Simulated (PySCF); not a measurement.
AlH₂, SMILES [AlH2+], charge +1.

Geometry: B3LYP-D3(BJ)/def2-TZVPD. The multiplicity is an assumed one; other spin states were not compared. The isomer is the one that the SMILES or the coordinates give; other isomers of the formula were not compared.

Two levels are set side by side: TDA-PBE/def2-TZVPD (PySCF) and TDA-B3LYP/def2-TZVPD (PySCF). Vertical, same geometry. The lowest singlet is HOMO→LUMO 100 % with PBE and HOMO→LUMO 100 % with the other functional; states are paired by order. Differences are taken from unrounded values.

| quantity | TDA-B3LYP |
|---|---|
| lowest singlet excitation (eV) | 6.30 |
| lowest triplet excitation (TDA) (eV) | 5.70 |
| first bright state (f over 0.05) (eV) | 9.41 |
| its oscillator strength | 1.11 |

Problem. What does TDA-PBE give, and how far is it from TDA-B3LYP? (Estimate from the structure and the level; the computed values follow.)

Solution. 
```json
[
 {"quantity": "lowest singlet excitation (eV)", "TDA-PBE": "6.08", "TDA-PBE minus TDA-B3LYP": "-0.22"},
 {"quantity": "lowest triplet excitation (TDA) (eV)", "TDA-PBE": "5.46", "TDA-PBE minus TDA-B3LYP": "-0.23"},
 {"quantity": "first bright state (f over 0.05) (eV)", "TDA-PBE": "9.04", "TDA-PBE minus TDA-B3LYP": "-0.38"},
 {"quantity": "its oscillator strength", "TDA-PBE": "0.27", "TDA-PBE minus TDA-B3LYP": "-0.84"}
]
```

A lower first singlet is the usual sign of a functional without exact exchange. Differences between two approximate levels are no errors against the true value.

Rough cost on one machine, each run with all the roots and properties that it gave: TDA-B3LYP against TDA-PBE within a factor of 2.
